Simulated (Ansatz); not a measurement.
Relaxation of C₂H₅BF₂ (10 atoms, charge 0, multiplicity 1), to a largest force component of 0.02 eV/Å in at most 50 steps.

All numbers below come from RKS LDA/def2-SVP (Ansatz).

```xyz
10
Properties=species:S:1:pos:R:3:forces:R:3
F -0.383 -2.291 -0.614 -0.03 -0.02 0.01
C 0.473 -1.273 -0.262 -0.96 0.79 -0.39
B -0.304 -0.129 0.540 1.78 0.28 -1.85
C -0.204 1.382 0.030 -5.08 -0.86 1.01
F -0.893 1.425 -1.219 1.08 -0.17 1.13
H 1.264 -1.705 0.376 0.49 0.06 0.40
H 0.972 -0.844 -1.170 -0.09 -0.26 -0.06
H -0.780 -0.384 1.559 -1.00 -0.48 1.43
H -0.828 2.027 0.794 1.02 -0.52 -1.26
H 0.767 1.740 -0.031 2.80 1.18 -0.41
```

Question: Where does it end, and by what steps?

Answer: The forces met the threshold. After 14 steps the energy has fallen by 0.964 eV; F5 moved furthest, 1.41 Å.

```tsv
step	energy less start (eV)	largest force component (eV/Å)	accepted
0	0.0000	5.078	yes
1	-0.4108	1.339	yes
2	-0.5301	0.812	yes
3	-0.6128	0.972	yes
4	-0.7331	0.721	yes
5	-0.8500	0.342	yes
6	-0.9165	0.192	yes
7	-0.9440	0.259	yes
8	-0.9289	0.531	no
9	-0.9585	0.070	yes
10	-0.9610	0.063	yes
11	-0.9624	0.097	yes
12	-0.9635	0.046	yes
13	-0.9637	0.025	yes
14	-0.9640	0.004	yes
```

```xyz
10
Properties=species:S:1:pos:R:3
F 0.060 -2.554 0.041
C 0.227 -1.265 -0.365
B -0.275 -0.156 0.577
C -0.093 1.311 0.124
F 0.512 1.451 -1.100
H 1.310 -1.050 -0.582
H -0.251 -1.095 -1.369
H -0.805 -0.383 1.652
H -1.092 1.822 0.119
H 0.490 1.868 0.906
```

The run took 17 s on 2 threads of Arm Neoverse V1 (shared host), peak memory 0.12 GiB.
